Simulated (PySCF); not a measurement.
Constitutional and geometric isomers with formula H2B2Si. All species are isolated molecules in the gas phase. Strings in code marks are SMILES.

Quantity: electronic energy of isomers of H2B2Si relative to `B1=[SiH]B1`, in kcal/mol.

Level 1: PBE0-D3(BJ)/def2-TZVP (PySCF)
Level 2: ωB97X-D3(BJ)/def2-TZVP // PBE0-D3(BJ)/def2-TZVP (PySCF)
Level 3: B3LYP/6-31G* // PBE0-D3(BJ)/def2-TZVP (PySCF)
Level 4: PBE/6-31G* // PBE0-D3(BJ)/def2-TZVP (PySCF)

```json
[
 {"species": "`B1=B[SiH2]1`", "level 1": "55.2", "level 2": "59.2", "level 3": "55.5", "level 4": "50.6"}
]
```
